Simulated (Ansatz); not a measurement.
```xyz
8

S     1.2168    1.7704   -0.6857
Ge    0.1027   -0.1209   -0.4132
S    -2.0514    0.3189   -0.6810
S     0.2845   -0.9703    1.6291
H     0.6677    2.3430    0.3988
H     0.6651   -1.0903   -1.4644
H    -2.4436   -0.8878   -0.2352
H     1.5582   -1.3628    1.4517
```

The species carries charge 0 and has multiplicity 1.

(1) List the r2SCAN/def2-TZVPP orbital energies in eV (Ansatz 0.2.0). (An estimate is asked.)

Answers

(1) The calculation gave: Occupied: -10835.57, -2409.45, -2409.44, -2409.44, -1350.60, -1200.66, -1200.66, -1200.64, -213.88, -213.87, -213.87, -168.81, -157.95, -157.94, -157.94, -157.88, -157.87, -157.87, -157.74, -157.73, -157.72, -118.53, -118.52, -118.45, -31.80, -31.80, -31.75, -31.71, -31.71, -19.85, -18.88, -18.84, -13.81, -11.21, -10.89, -10.29, -9.16, -8.65, -8.47, -6.97, -6.72, -6.58. Lowest empty: -1.60, -0.47, -0.36, -0.02, 0.08, 0.33, 0.92, 3.60.
